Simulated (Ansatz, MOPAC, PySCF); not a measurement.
Complex: BrH3Sn (SMILES [Br][SnH3]) (first 5 atoms) with NH3 (SMILES N); geometry from B3LYP-D3(BJ)/def2-TZVP.
(charge 0, multiplicity 1):
```tsv
atom	x (Å)	y (Å)	z (Å)
Br	2.3333	-0.3259	0.9776
Sn	0.4383	1.0620	0.0434
H	1.1379	1.6311	-1.4228
H	0.1374	2.3863	1.0683
H	-0.8834	0.0554	-0.3238
N	-0.5882	-0.0576	2.6707
H	-1.5106	0.1184	3.0530
H	-0.4762	-1.0603	2.5702
H	0.0974	0.2486	3.3519
```

Monomers are frozen at their geometry in the pair; levels with a basis set take the counterpoise correction.

The state reached by AM1, PM3 isn't checked.

The values were computed with Ansatz (Gaussian basis) for Hartree–Fock, density functionals and correlated methods; MOPAC for AM1, PM3 (differences of heats of formation); PySCF for the dispersion terms. Each number belongs to the level named beside it. In def2 rows elements past Kr take small-core potentials, without spin–orbit coupling.

What is the computed interaction energy (AM1)?

-113 meV

Give the interaction energy at the level PM3.

-19 meV

What is the computed interaction energy (CAM-B3LYP-D3(BJ)/def2-TZVPPD)?

-248 meV

Ansatz is a program for electronic structure.
